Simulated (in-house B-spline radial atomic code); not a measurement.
**CAM-B3LYP excitations of As³⁺**

Method: CAM-B3LYP. Computed with a B-spline radial code for spherical atoms: linear response of the closed shell [Ar] 3d10 4s2 with the functional's adiabatic kernel; non-relativistic, point nucleus, no spin-orbit coupling, no double excitations, S, P, D and F terms only; shells from n = 2 respond. Only terms of natural parity with L up to 3 were computed.

Without relativity these are model numbers for so heavy an element.

Command:
```bash
python run_td.py task.json out
```
Settings (radii: box in bohr, nucleus in fm):
```
Z                        33
electrons                30
configuration            [Ar] 3d10 4s2
hamiltonian              nr
method                   camb3lyp
box_radius               23.08
intervals                55
```

Cost of the run: 2.5 s on 1 thread of Arm Neoverse N1, with other jobs on the host.

The lowest states, in the order of their Tamm-Dancoff energies; the method's threshold (minus the highest occupied level) is 46.66 eV. Labels give the largest channel, * marks a mixed state, and oscillator strengths are full-response dipole values. Semilocal kernels can invert the small singlet-triplet splittings of Rydberg terms. Energies in eV:

| state | full response | Tamm-Dancoff | oscillator strength |
| --- | --- | --- | --- |
| 4s → 4p 3P | ? | ? | - |
| 4s → 4p 1P | 13.525 | 14.103 | 1.6 |
| 4s → 4d 3D | 24.785 | 24.803 | - |
| 4s → 4d 1D | 25.912 | 25.929 | - |
| 4s → 5s 3S | ? | ? | - |
| 4s → 5s 1S | 27.136 | 27.169 | - |
| 4s → 5p 3P | 29.881 | 29.888 | - |
| 4s → 5p 1P | 30.22 | 30.27 | 0.0239 |
| 4s → 4f 3F | 34.23 | 34.23 | - |
| 4s → 4f 1F | 34.33 | 34.33 | - |
| 4s → 5d 3D | 34.98 | 34.99 | - |
| 4s → 5d 1D | 35.24 | 35.25 | - |
| 4s → 6s 3S | 35.41 | 35.41 | - |
| 4s → 6s 1S | 35.66 | 35.67 | - |
| 4s → 6p 3P | 36.92 | 36.92 | - |
| 4s → 6p 1P | 37.05 | 37.07 | 0.0182 |

Where does 4s → 5s 3S lie?

At 26.366 eV in full response, 26.369 eV in Tamm-Dancoff.

Where does 4s → 4p 3P lie?

At 9.072 eV in full response, 9.241 eV in Tamm-Dancoff.

How large is the singlet-triplet splitting of 4s → 4p (P terms) in Tamm-Dancoff?

4.86 eV, from the unrounded values.

What polarisabilities and dispersion coefficient does the method give?

Dipole 7.196 bohr³, quadrupole 15.62 bohr⁵, C6 22.76 hartree·bohr⁶ for two such species.
